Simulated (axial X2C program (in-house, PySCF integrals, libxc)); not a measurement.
## Curves of EuO⁻ from open-shell CI on f6 s2

Calculated with an in-house all-electron X2C program for linear molecules (integrals from PySCF): two-component X2C with atomic mean-field Coulomb and Gaunt terms, basis Eu dyall-v3z, O dyall-av3z (cores contracted in-house). Orbitals come from Hartree–Fock averaged over the configuration Eu f6 s2; CI then distributes these electrons over the f, s shells of Eu. The speed of light was multiplied by 100, so these are model numbers.

Scan along the bond; masses Eu 152.921 u, O 15.995 u. Energies in cm⁻¹ from the lowest point; levels are followed by energy order within each Ω. Lowest level at 1.796 Å: 100% f6 s2.

```csv
R (Å),(1)Ω=0,(1)Ω=1,(1)Ω=2,(1)Ω=3,(2)Ω=2
1.670,2200,2200,2200,2200,5368
1.733,375,375,375,375,2986
1.796,0,0,0,0,2147
1.868,871,871,871,871,2605
1.940,2819,2819,2819,2819,4238
2.021,5938,5938,5938,5938,7093
2.119,10644,10644,10644,10644,11566
```

(1) Fit the curves (1)Ω=0, (1)Ω=1, (1)Ω=2, (1)Ω=3, (2)Ω=2 near their minima.

The 5 lowest curves are shown; the next is (2)Ω=1, from 2147 cm⁻¹.

Dynamic correlation is missing, so gaps between terms are too wide and other configurations may lie lower; the lowest level listed is that of this model, not necessarily the ground state. At most 4 roots were kept for each Ω > 0 (twice that for Ω = 0) within 2.2 eV of the lowest, so higher up levels can be missing between those listed; levels with Ω > 0 are doubly degenerate and listed once, Ω = 0 levels singly. For an anion, levels above electron detachment are held by the basis set.

Answers

(1) From the open-shell CI curves, Te from the lowest:

| level | Te (cm⁻¹) | Re (Å) | ωe (cm⁻¹) |
| --- | --- | --- | --- |
| (1)Ω=0 | 0 | 1.784 | 814.9 |
| (1)Ω=1 | 0 | 1.784 | 814.9 |
| (1)Ω=2 | 0 | 1.784 | 814.9 |
| (1)Ω=3 | 0 | 1.784 | 814.9 |
| (2)Ω=2 | 2150 | 1.807 | 810.7 |

Without dynamic correlation distances can be off by several hundredths of an Å (long for ionic bonds, short for multiple bonds) and the wavenumbers are rough.
